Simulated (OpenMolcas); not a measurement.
Te⁺: effect of the IPEA shift

- Program: OpenMolcas
- Basis: ANO-RCC-VTZP [7s6p4d2f1g]
- Scalar Hamiltonian: DKH2, point nucleus
- Active space: 5 electrons in 9 orbitals (RAS2 5s 5p; RAS3 5d, at most 2 electrons)
- State averaging: 2S+1 = 4 odd, 1 root; 2S+1 = 2 odd, 8 roots; 2S+1 = 4 even, 3 roots; 2S+1 = 2 even, 9 roots
- Spin-orbit coupling: state interaction with AMFI integrals over the reference wave functions, term energies averaged over their components

Methods on the same reference wave functions:
A. RASSCF
B. SS-RASPT2, IPEA 0 Eh, imaginary shift 0.1 Eh (closed shells correlated: 4d)
C. SS-RASPT2, IPEA 0.25 Eh, imaginary shift 0.1 Eh (closed shells correlated: 4d)

Energies in cm⁻¹ above 5s² 5p³ ⁴S°_3/2, the measured ground level; measured values from NIST Handbook of Basic Atomic Spectroscopic Data.

```tsv
Level	A	B	C	Measured
5s² 5p³ ⁴S°_3/2	0.0	0.0	0.0	0.0
5s² 5p³ ²D°_3/2	13623	11000	11130	10222
5s² 5p³ ²D°_5/2	15467	12760	12890	12422
5s² 5p³ ²P°_1/2	23862	21480	21640	20547
5s² 5p³ ²P°_3/2	26381	24010	24170	24032
5s 5p⁴ ⁴P_5/2	69355	72290	72430	71193
5s 5p⁴ ⁴P_3/2	72782	75750	75890	74893
5s 5p⁴ ⁴P_1/2	74268	77170	77320
```

Deviations, from unrounded energies. A percentage is the sum of absolute deviations over the sum of measured energies, with the sign that they share, or ± where signs differ.

```
                        Against measurement  Levels      A     B     C
             mean absolute deviation (cm-1)       6   2700   670   810
other terms of the ground configuration (%)       4  +18.0  ±3.1  +3.9
                   other configurations (%)       2   -2.7  +1.3  +1.5
```

B lies closest to measurement on these levels and A furthest from it. The largest miss of B in the table is 5s 5p⁴ ⁴P_5/2, by +1100 cm-1. The ranking rests on the paired levels alone, and a cruder setting can come out closer through cancelling errors.

Between B and C the level of the table that moves most is 5s² 5p³ ²P°_1/2, by 160 cm-1 (lowest in B, highest in C). Moves below CASPT2's spread within the term are not significant.

From A to B the spin-free energies of the other terms of 5s² 5p³ shown, above ⁴S°, scale by factors of 0.81 to 0.89.

The lowest spin-free term lies below A's lowest term by 0.457 hartree in B, 0.454 hartree in C.

The run also gave levels led by 5s² 5p² 5d, which use shells meant for correlation; these and all levels above them are left out. Some terms mix strongly with configurations of 5d, whose occupation reaches 0.17 (5s 5p⁴ ⁴P). Computed and measured levels are paired by configuration, term and J; levels that our copy of the source lacks, or whose pairing is in doubt (as where it misses far off the trend of its configuration), stay unpaired and out of the deviations. Levels of configurations outside the active space are missing. The table leaves out levels that lie high or whose names do not pair safely across all columns.

° marks odd parity.
